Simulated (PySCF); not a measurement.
Species: C3H7AsO2.
Cartesian coordinates in Å at the PBE0-D3(BJ)/def2-SVP level; atoms count from 1:
```
atom  x, y, z in Å
C1     2.4622   -0.2893   -0.1412
O2     1.1224   -0.7479   -0.2150
C3     0.1825    0.1444    0.1103
O4     0.4334    1.2737    0.4466
C5    -1.1991   -0.4329   -0.0055
As6   -2.5240    0.7851    0.8256
H7     3.0979   -1.1594   -0.3410
H8     2.6487    0.4957   -0.8896
H9     2.6792    0.1251    0.8540
H10   -1.4179   -0.6179   -1.0676
H11   -1.2301   -1.4126    0.4946
H12   -3.7190    0.0312    0.2401
H13   -2.5257    1.7875   -0.3212
```

Computed with TDDFT wB97X-D/def2-SVPD, vertical, gas phase, core orbitals frozen in the response in PySCF 2.14.0, density-fitted response routines. Relativistic effects, spin–orbit coupling among them, are left out although an element past zinc is present.

Computed states:

```tsv
state	E (eV)	f
S1	6.03	0.0003
S2	6.59	0.094
S3	6.84	0.058
S4	7.07	0.091
S5	7.39	0.090
S6	7.88	0.023
S7	8.22	0.090
S8	8.55	0.028
S9	8.58	0.014
S10	8.69	0.019
```

Broadening: Gaussians 0.5 eV wide at half height, area fixed by f = 4.319×10⁻⁹ ∫ε dν̃. The width is an assumption, not a result. The curve ends short of the highest state used, and states not computed would add to its high-energy end.

(1) Give the broadened spectrum and its maxima.

(2) Coming from long wavelengths, where does ε first pass 100 L mol⁻¹ cm⁻¹?

(3) On this curve, what absorbance would a 10⁻³ mol/L sample give at 193 nm over a 1 cm path?

Results:

(1) 
```
λ (nm)  ε (L mol⁻¹ cm⁻¹)
 153.2              5023
 155.6              3694
 157.9              2794
 160.2              2703
 162.6              3554
 164.9              4951
 167.2              6354
 169.6              7424
 171.9              8058
 174.2              8432
 176.6              8612
 178.9              8623
 181.2              8527
 183.6              8299
 185.9              7831
 188.2              6988
 190.6              5712
 192.9              4289
 195.2              2923
 197.6              1767
 199.9               993
 202.2               514
 204.6               242
 206.9               114
 209.2                54
 211.6                27
 213.9                15
 216.2                 9
 218.6                 5
 220.9                 3
 223.2                 2
 225.6                 1
 227.9                 0
 230.2                 0
 232.6                 0
 234.9                 0
```

Maxima: 178 nm (6.97 eV), ε about 8600, made up of S2 (12%), S3 (30%) and S4 (51%) (ε in L mol⁻¹ cm⁻¹; maxima over ε = 5, shares over 10%). At its high-energy end, 8.09 eV, the curve is still rising (ε about 5000, from S6 and S7).

(2) At about 207 nm (5.98 eV), 0.05 eV below S1.

(3) 193 nm is 6.424 eV, where ε is about 4200 L mol⁻¹ cm⁻¹, so A = ε c l ≈ 4.2 (Beer–Lambert, with the gas-phase spectrum and the assumed width).

The vertical ionisation energy (ΔSCF) is 9.74 eV, 1.05 eV above S10.

Time: 2.0 min; peak memory 1.0 GiB. Hardware: an Arm Neoverse V1 with one thread, shared host.

One conformer stands for the species.
